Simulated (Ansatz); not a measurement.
`CBN[SiH3]` + H₂O → `OBN[SiH3]` + CH₄  (formal hydrolysis of a B–C bond)

Computed with Ansatz on PBE0-D4/def2-TZVP structures; ΔE is electronic, products minus reactants. CCSD(T)/CBS is the MP2 limit (def2-TZVPP, def2-QZVPP) plus CCSD(T) − MP2 in def2-TZVPP, frozen cores. This one scheme is used for every species. Functionals use def2-TZVPP. One conformer a species, not always the lowest.

| level | ΔE (eV) |
| --- | --- |
| BLYP-D4 | -1.36 |
| BHLYP-D4 | -1.40 |
| CAM-B3LYP-D4 | -1.40 |
| HF/def2-QZVPP | -1.48 |

(1) What does CCSD(T)/CBS give? (An estimate is asked.)

Largest T1 diagnostic among the species: 0.012.

Results:

(1) The calculation gave: -1.29 eV. The listed levels differ from it by -0.07, -0.11, -0.11, -0.19 eV.

In def2-TZVPP, CCSD(T) changes the Hartree–Fock value by +0.16 eV (the triples alone add +0.01 eV) and MP2 by +0.16 eV. At CCSD(T), def2-SVP lies −0.25 eV from the extrapolated value and def2-TZVPP −0.04 eV.
